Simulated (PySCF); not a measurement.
Vertical excitations of a molecule C5H8 from TDA-PBE/def2-SVPD in PySCF, as energy in eV (oscillator strength): 5.89 (0.001), 5.95 (0.993), 6.11 (0.000), 6.22 (0.143), 6.29 (0.008), 6.67 (0.000), 7.13 (0.003), 7.17 (0.017), 7.44 (0.000), 7.71 (0.002). Lowest triplet (TDA): 3.12 eV. Geometry optimised at B3LYP-D3(BJ)/def2-SVP. The values are those of a single conformer.

### Question
Identify the compound among the candidates.
(A) C=C=C(C)C
(B) C=C/C=C/C
(C) C#CCCC
(D) C1=CCCC1

### Answer
B, C=C/C=C/C
